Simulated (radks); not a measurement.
Spherical quantum dot in the effective-mass picture: electrons in a parabolic well V = omega^2 r^2 / 2 with omega unknown, with a point charge +1 (a donor) at the centre, all in effective atomic units (hartree* = m*/eps^2 hartree, bohr* = eps/m* bohr), one dielectric constant everywhere. Method: non-relativistic Kohn-Sham, exchange-only LDA, spin-polarised, spherical densities; computed with a radial shooting solver with Libxc functionals. Levels are named by radial order and angular momentum (1s, 1p, 1d, 2s, ...), and open shells are averaged over m. Each electron was tried in the lowest free levels, single moves between levels near the top were tried too, and the lowest total energy was kept; such a search can miss a lower state. The values of mu = E(N) - E(N-1) (hartree*) for N = 2 to 12 are 0.10891, 0.52903, 0.67905, 0.82793, 0.99658, 1.1741, 1.2845, 1.4003, 1.5332, 1.6802, 1.7856. Estimate omega.

Answer. omega = 0.127 (effective atomic units). The central charge lowers the s levels, so the charging steps and shell gaps carry the answer. The first electron has mu near 1.5 omega without a central charge, and each new shell adds about omega plus the charging energy.
